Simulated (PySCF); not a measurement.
**How methods differ on the ionisation energy of Hg⁺**

Hg⁺ [Xe] 4f14 5d10 6s1 (2S) → Hg²⁺ [Xe] 4f14 5d10 (1S), as a difference of total energies. Computed with PySCF 2.14 in aug-cc-pwCVTZ-PP with ECP60MDF (8s8p7d4f3g, 122 functions), with a scalar-relativistic core potential. Correlated levels: valence: 5s2 5p6 frozen. The calculations carry no spin-orbit coupling.

Question: Order these methods by the ionisation energy they give, lowest first.
A. MP2 (valence)
B. UHF
C. CCSD (valence)
D. CCSD(T) (valence)

Answer: B (17.125 eV), C (18.424 eV), D (18.526 eV), A (18.694 eV).

Errors of the correlated levels include the incompleteness of this basis and the frozen core.

For comparison: 18.757 eV (measured; NIST Atomic Spectra Database, ionization energies).
